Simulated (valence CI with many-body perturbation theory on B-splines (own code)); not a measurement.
Sn XXXVI: electric-dipole lines

Calculated by relativistic CI+MBPT: five valence electrons over a frozen Dirac-Fock core [Ne], a basis of 11 s, 11 p, 10 d, 8 f, 5 g, 2 h functions for each j, with the one-electron correlation potential Σ1, the two-electron term Σ2, the three-electron term Σ3, Breit, model QED; selected CI, second order for the rest, scaled by the run's own slope (own B-spline code, finite nucleus).

No measured spectrum was set against this ion. As an estimate, large intervals hold to a few tenths of a per cent, small ones and those within an open d or f shell to about a per cent. Among the levels kept, up to 4300 cm⁻¹ of a level comes from second order outside the variational space, and about a tenth of that is noise between levels of different J, which matters for small intervals.

Lines 1 to 50 of 569 in falling wavelength, among levels below 454.31 eV, chosen from the strongest by gf and those to the six lowest levels. Wavelengths and rates use the calculated energies. Electric multipoles are in the length gauge with retardation, E1 and E2 with the static RPA response of the core. Weak lines are less certain than strong ones. Lines between different terms over intervals too small for the method are left out, as are lines whose strength nearly cancels. Where a level lies close to another of its J and parity, the split of strength between their lines is uncertain. The highest levels of a list are the least certain.

Levels are named by their leading jj configuration (3d3/2^4 stands for four electrons in 3d with j = 3/2), which in mixed levels can hold well under half, so a name can repeat and another be missing. Letters in brackets count levels of one name in rising energy.

| λ vac (Å) | Upper | Lower | A (s⁻¹) | S (a.u.) |
| --- | --- | --- | --- | --- |
| 262.5 | (3s 3p1/2^2 3p3/2^2) J=1/2 | (3s^2 3p3/2^3) J=3/2 | 4.20e+07 | 7.51e-04 |
| 252.4 | (3s 3p1/2^2 3p3/2^2) J=3/2 | (3s^2 3p3/2^3) J=3/2 | 8.02e+07 | 2.55e-03 |
| 173.6 | (3s^2 3p1/2 3p3/2 3d3/2) J=5/2 [a] | (3s^2 3p3/2^3) J=3/2 | 4.43e+07 | 6.87e-04 |
| 173.4 | (3s^2 3p1/2 3p3/2 3d3/2) J=3/2 [a] | (3s^2 3p3/2^3) J=3/2 | 6.02e+07 | 6.20e-04 |
| 163.5 | (3s 3p1/2 3p3/2^3) J=3/2 [a] | (3s^2 3p3/2^3) J=3/2 | 2.00e+08 | 1.72e-03 |
| 153.5 | (3s^2 3p1/2^2 3d3/2) J=3/2 | (3s^2 3p1/2 3p3/2^2) J=5/2 | 5.35e+08 | 3.82e-03 |
| 150.1 | (3s 3p1/2^2 3p3/2 3d5/2) J=9/2 | (3s^2 3p1/2 3p3/2 3d5/2) J=9/2 | 2.08e+09 | 3.47e-02 |
| 149.4 | (3p1/2^2 3p3/2^2 3d5/2) J=9/2 | (3s^2 3p1/2 3d5/2^2) J=9/2 | 1.68e+09 | 2.77e-02 |
| 149.0 | (3s 3p1/2^2 3p3/2^2) J=5/2 | (3s^2 3p1/2 3p3/2^2) J=5/2 | 1.68e+09 | 1.65e-02 |
| 148.9 | (3s^2 3p1/2 3p3/2 3d5/2) J=5/2 [a] | (3s^2 3p3/2^3) J=3/2 | 1.27e+09 | 1.24e-02 |
| 144.0 | (3s 3p1/2^2 3d3/2 3d5/2) J=9/2 | (3s^2 3p1/2 3d3/2 3d5/2) J=9/2 | 1.81e+09 | 2.66e-02 |
| 143.1 | (3s 3p1/2^2 3p3/2 3d3/2) J=7/2 | (3s^2 3p1/2 3p3/2 3d3/2) J=7/2 | 2.39e+09 | 2.76e-02 |
| 142.3 | (3s 3p1/2^2 3d3/2 3d5/2) J=7/2 [b] | (3s 3p1/2 3p3/2^2 3d3/2) J=7/2 [c] | 2.34e+09 | 2.66e-02 |
| 140.7 | (3s^2 3p1/2^2 3d3/2) J=3/2 | (3s^2 3p1/2 3p3/2^2) J=3/2 | 8.09e+07 | 4.45e-04 |
| 138.3 | (3p1/2^2 3p3/2^2 3d5/2) J=9/2 | (3s 3p1/2 3p3/2^2 3d5/2) J=7/2 [b] | 2.94e+09 | 3.85e-02 |
| 137.7 | (3s 3p1/2^2 3p3/2 3d5/2) J=9/2 | (3s^2 3p1/2 3p3/2 3d5/2) J=7/2 [a] | 5.05e+09 | 6.51e-02 |
| 136.9 | (3s 3p1/2^2 3p3/2^2) J=5/2 | (3s^2 3p1/2 3p3/2^2) J=3/2 | 3.21e+09 | 2.44e-02 |
| 136.8 | (3s 3p1/2 3p3/2^2 3d5/2) J=9/2 [b] | (3s^2 3p3/2^2 3d5/2) J=7/2 | 2.68e+09 | 3.38e-02 |
| 136.3 | (3s 3p1/2 3p3/2^2 3d5/2) J=11/2 | (3s^2 3p3/2^2 3d5/2) J=9/2 | 6.19e+09 | 9.28e-02 |
| 136.0 | (3s 3p1/2^2 3d3/2^2) J=5/2 | (3s^2 3p1/2 3d3/2^2) J=5/2 | 3.26e+09 | 2.43e-02 |
| 131.1 | (3s^2 3p1/2 3p3/2 3d3/2) J=5/2 [b] | (3s^2 3p3/2^3) J=3/2 | 5.74e+08 | 3.83e-03 |
| 129.2 | (3s 3p1/2^2 3p3/2^2) J=1/2 | (3s^2 3p1/2 3p3/2^2) J=1/2 | 7.68e+09 | 1.63e-02 |
| 128.6 | (3s^2 3p1/2 3p3/2 3d3/2) J=1/2 [b] | (3s^2 3p3/2^3) J=3/2 | 1.91e+09 | 4.01e-03 |
| 126.0 | (3s^2 3p1/2 3p3/2 3d5/2) J=3/2 [a] | (3s^2 3p3/2^3) J=3/2 | 2.15e+08 | 8.48e-04 |
| 124.4 | (3s^2 3p1/2 3p3/2 3d3/2) J=3/2 [b] | (3s^2 3p3/2^3) J=3/2 | 1.38e+08 | 5.24e-04 |
| 122.1 | (3s 3p1/2^2 3p3/2 3d5/2) J=3/2 [a] | (3s^2 3p1/2 3p3/2 3d5/2) J=5/2 [a] | 1.01e+10 | 3.63e-02 |
| 118.9 | (3s^2 3p1/2^2 3d5/2) J=5/2 | (3s^2 3p1/2 3p3/2^2) J=5/2 | 7.57e+08 | 3.77e-03 |
| 118.6 | (3p1/2^2 3p3/2^2 3d5/2) J=9/2 | (3s 3p1/2 3p3/2^2 3d5/2) J=11/2 | 6.50e+09 | 5.36e-02 |
| 117.8 | (3s^2 3p1/2 3p3/2 3d3/2) J=1/2 [c] | (3s^2 3p3/2^3) J=3/2 | 7.05e+08 | 1.14e-03 |
| 117.8 | (3s^2 3p1/2 3p3/2 3d3/2) J=5/2 [c] | (3s^2 3p3/2^3) J=3/2 | 1.73e+09 | 8.38e-03 |
| 117.3 | (3s 3p1/2 3p3/2^2 3d5/2) J=5/2 [h] | (3s^2 3p3/2^2 3d5/2) J=5/2 [b] | 4.59e+09 | 2.19e-02 |
| 115.9 | (3s 3p1/2^2 3p3/2^2) J=3/2 | (3s^2 3p1/2 3p3/2^2) J=5/2 | 7.43e+09 | 2.29e-02 |
| 112.9 | (3s 3p1/2^2 3p3/2 3d5/2) J=7/2 [b] | (3s^2 3p1/2 3p3/2 3d5/2) J=9/2 | 7.76e+09 | 4.41e-02 |
| 112.5 | (3s 3p1/2 3p3/2^2 3d5/2) J=7/2 [c] | (3s^2 3p3/2^2 3d5/2) J=7/2 | 3.60e+09 | 2.02e-02 |
| 112.3 | (3s 3p1/2^2 3p3/2 3d3/2) J=5/2 [b] | (3s^2 3p1/2 3p3/2 3d3/2) J=7/2 | 8.12e+09 | 3.40e-02 |
| 112.1 | (3s 3p1/2^2 3d3/2 3d5/2) J=5/2 [a] | (3s 3p1/2 3p3/2^2 3d3/2) J=7/2 [a] | 5.60e+09 | 2.34e-02 |
| 111.1 | (3s^2 3p1/2^2 3d5/2) J=5/2 | (3s^2 3p1/2 3p3/2^2) J=3/2 | 1.34e+09 | 5.42e-03 |
| 110.9 | (3s 3p1/2^2 3d3/2 3d5/2) J=7/2 [b] | (3s 3p1/2 3p3/2^2 3d3/2) J=9/2 | 1.76e+10 | 9.46e-02 |
| 109.9 | (3s^2 3p1/2 3p3/2 3d5/2) J=3/2 [b] | (3s^2 3p3/2^3) J=3/2 | 5.55e+08 | 1.45e-03 |
| 109.1 | (3s^2 3p1/2 3p3/2 3d5/2) J=5/2 [b] | (3s^2 3p3/2^3) J=3/2 | 1.54e+09 | 5.91e-03 |
| 108.6 | (3p1/2^2 3p3/2^2 3d3/2) J=3/2 | (3s 3p1/2 3p3/2^2 3d3/2) J=5/2 [b] | 1.08e+10 | 2.72e-02 |
| 108.5 | (3s 3p1/2^2 3p3/2^2) J=3/2 | (3s^2 3p1/2 3p3/2^2) J=3/2 | 3.27e+09 | 8.25e-03 |
| 108.2 | (3p1/2^2 3p3/2^2 3d5/2) J=9/2 | (3s 3p1/2 3p3/2^2 3d5/2) J=9/2 [a] | 3.16e+09 | 1.97e-02 |
| 104.7 | (3s 3p1/2 3p3/2^3) J=3/2 [b] | (3s^2 3p3/2^3) J=3/2 | 6.88e+09 | 1.56e-02 |
| 102.4 | (3s 3p1/2 3p3/2^2 3d5/2) J=9/2 [c] | (3s^2 3p3/2^2 3d5/2) J=9/2 | 3.37e+09 | 1.79e-02 |
| 102.3 | (3p1/2^2 3p3/2^2 3d5/2) J=9/2 | (3s 3p1/2 3p3/2^2 3d5/2) J=7/2 [a] | 3.91e+09 | 2.07e-02 |
| 99.93 | (3s^2 3p1/2 3p3/2 3d5/2) J=1/2 | (3s^2 3p3/2^3) J=3/2 | 1.74e+09 | 1.72e-03 |
| 99.50 | (3s 3p1/2 3p3/2^3) J=3/2 [a] | (3s^2 3p1/2 3p3/2^2) J=1/2 | 1.34e+08 | 2.60e-04 |
| 95.93 | (3s^2 3p1/2 3p3/2 3d3/2) J=5/2 [a] | (3s^2 3p1/2 3p3/2^2) J=5/2 | 1.85e+08 | 4.83e-04 |
| 95.87 | (3s^2 3p1/2 3p3/2 3d3/2) J=3/2 [a] | (3s^2 3p1/2 3p3/2^2) J=5/2 | 3.33e+08 | 5.79e-04 |
